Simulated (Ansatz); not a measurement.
Input and output for C₄H₉Cl₂InN₂ (`CC1=[N+](C)[In-]([Cl])([Cl])[N]1C`).

```yaml
crystal:
  periodic: [false, false, false]
  atoms:
    - {symbol: C, position_ang: [1.041872, -1.426836, -0.093136]}
    - {symbol: C, position_ang: [0.164454, -0.225261, -0.001324]}
    - {symbol: N, position_ang: [-0.423764, 0.299305, -1.064876]}
    - {symbol: C, position_ang: [-0.284209, -0.233618, -2.390987]}
    - {symbol: In, position_ang: [-1.363544, 1.856570, 0.106791]}
    - {symbol: Cl, position_ang: [-3.654686, 1.676932, 0.456703]}
    - {symbol: Cl, position_ang: [-0.519124, 4.009473, -0.130574]}
    - {symbol: N, position_ang: [-0.102031, 0.416960, 1.123277]}
    - {symbol: C, position_ang: [0.417482, 0.052043, 2.412818]}
    - {symbol: H, position_ang: [0.490718, -2.256261, -0.542041]}
    - {symbol: H, position_ang: [1.892675, -1.214556, -0.745114]}
    - {symbol: H, position_ang: [1.414263, -1.736256, 0.880567]}
    - {symbol: H, position_ang: [0.759764, -0.250891, -2.726345]}
    - {symbol: H, position_ang: [-0.838522, 0.394151, -3.087670]}
    - {symbol: H, position_ang: [-0.685380, -1.250875, -2.477114]}
    - {symbol: H, position_ang: [0.099656, -0.949644, 2.724240]}
    - {symbol: H, position_ang: [1.511932, 0.095297, 2.451142]}
    - {symbol: H, position_ang: [0.040942, 0.754765, 3.155444]}
basis:
  gaussian: {orbitals: STO-3G, fitting: {mean_field: cc-pVTZ-jkfit}}
hamiltonian: {xc: {name: RPBE}, dispersion: d3bj}
output: {forces: true}
```

```sh
$ ansatz run in.yaml --threads 4 --pin off --events-out ev --progress --plain --max-ram 46080MiB --backend cpu
```

Shortened log:

```
Functional definition: RPBE
  name "RPBE"
  cite "Hammer, Hansen & Nørskov, Phys. Rev. B 59, 7413 (1999) doi:10.1103/PhysRevB.59.7413"
  cite "Perdew, Burke & Ernzerhof, Phys. Rev. Lett. 77, 3865 (1996) doi:10.1103/PhysRevLett.77.3865"
  parameter kappa = 0.804
  parameter beta = 0.06672455060314922
  exchange = rpbe_x(kappa = kappa, mu = beta*pi^2/3)
  correlation = pbe_c(beta = beta)
Error: <dir> the basis set cc-pVTZ-JKFIT has no functions for In
```
